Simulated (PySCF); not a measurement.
# Deuteron quadrupole couplings in `C1=C[C@H](n2cccc2)[SiH2][SiH2]1`

Species: C7H11NSi2.
Structure used (GFN2-xTB), in Å, numbered top down from 1:
```
atom  x, y, z in Å
C1    -2.200    0.265    1.362
C2    -1.020   -0.342    1.296
C3    -0.361   -0.755    0.009
N4     1.029   -0.382    0.022
C5     2.075   -1.157   -0.358
C6     3.224   -0.419   -0.263
C7     2.854    0.861    0.191
C8     1.494    0.851    0.349
Si9   -1.312   -0.015   -1.519
Si10  -3.095    0.703   -0.240
H11   -2.610    0.509    2.332
H12   -0.450   -0.574    2.191
H13   -0.393   -1.851   -0.043
H14    1.926   -2.174   -0.665
H15    4.217   -0.756   -0.490
H16    3.511    1.688    0.379
H17    0.825    1.622    0.679
H18   -0.422    0.967   -2.141
H19   -1.500   -1.098   -2.492
H20   -4.348   -0.054   -0.354
H21   -3.451    2.128   -0.245
```

Level: PBE0/pcSseg-1 (PySCF, non-relativistic); Q(2H) = 0.00286 b; rigid geometry, the same for H and D, with no vibrational averaging.

Question: Rank these positions by the coupling χzz of a deuteron there, largest first.
A. H11 (vinylic hydrogen)
B. H21 (Si–H hydrogen)
C. H17 (aromatic hydrogen)
D. H16 (aromatic hydrogen)
E. H13 (methine hydrogen)
F. H12 (vinylic hydrogen)

Answer: D (235 kHz), C (230 kHz), A (223 kHz), F (211 kHz), E (195 kHz), B (108 kHz).

Give the electric field gradient Vzz (the principal value of largest size), its asymmetry and the 2H coupling at each hydrogen.

```csv
atom,bonded to,bond length (Å),Vzz (au),η,χzz (kHz)
H11,C1,1.081,0.3319,0.03,223
H12,C2,1.086,0.3145,0.05,211
H13,C3,1.098,0.2904,0.08,195
H14,C5,1.073,0.3444,0.12,231
H15,C6,1.072,0.3497,0.07,235
H16,C7,1.073,0.3492,0.07,235
H17,C8,1.073,0.3427,0.11,230
H18,Si9,1.465,0.1631,0.02,110
H19,Si9,1.468,0.1617,0.03,109
H20,Si10,1.468,0.1612,0.01,108
H21,Si10,1.468,0.1609,0.01,108
```

Average by the element that carries the hydrogen.

on C: 223 kHz over 7 positions, mean bond length 1.079 Å; on Si: 109 kHz over 4 positions, mean bond length 1.467 Å.

How does χzz go with the bond length over the 7 C–H bonds?

A straight-line fit has a slope of -15.2 kHz for each 0.01 Å, with a correlation coefficient of -0.99, over lengths from 1.072 to 1.098 Å. The longer bonds have the smaller couplings here.

A static deuteron (I = 1) shows a doublet split by (3/2)χ, (3/4)χ(1 + η) and (3/4)χ(1 − η) with the field along z, y and x of the gradient. What are these for H13?

With |χ| = 195.1 kHz and η = 0.080: 293, 158 and 135 kHz, to first order and without motion.

Geometry: GFN2-xTB, one conformer, isolated molecule. GFN2-xTB bond lengths can be off by several hundredths of an ångström, more for odd bonds, and the gradients follow them. The basis is small and wasn't made for field gradients, so the couplings can be 20 % off.
